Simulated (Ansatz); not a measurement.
`CC#[N+][B-](C)(C)Cl` at its PBE0-D4/def2-TZVP geometry, where that method's forces vanish. Total charge 0; spin multiplicity 1.

```xyz
16

C    -2.9092   -1.1028   -0.1959
C    -1.5460   -0.6655   -0.0301
N    -0.4645   -0.3339    0.1158
B     1.0487    0.1000    0.3476
C     1.8222   -0.1633   -1.0287
C     1.0216    1.6104    0.8766
Cl    1.5913   -1.1000    1.6928
H    -3.0695   -1.4342   -1.2230
H    -3.5916   -0.2820    0.0300
H    -3.1065   -1.9328    0.4851
H     1.4472    0.4728   -1.8384
H     2.8798    0.0775   -0.8910
H     1.7672   -1.2048   -1.3574
H     2.0452    1.9265    1.0951
H     0.4421    1.7310    1.7961
H     0.6220    2.3012    0.1256
```

(1) What forces (eV/Å) does r2SCAN-D4/def2-TZVPP give on these atoms in Ansatz 0.2.0? (Estimate.)

Results:

(1) Computed: 
```
C1   0.040  0.012  0.006
C2  -0.703 -0.211 -0.099
N3   0.648  0.204  0.082
B4  -0.048  0.060 -0.076
C5   0.032 -0.008 -0.052
C6   0.002  0.058  0.019
Cl7  0.058 -0.103  0.120
H8  -0.011  0.002  0.019
H9  -0.001 -0.022 -0.006
H10 -0.010  0.012 -0.015
H11  0.004 -0.009  0.009
H12 -0.013 -0.002  0.000
H13  0.002  0.017  0.001
H14 -0.012 -0.005 -0.003
H15  0.008  0.002 -0.015
H16  0.004 -0.008  0.010
```
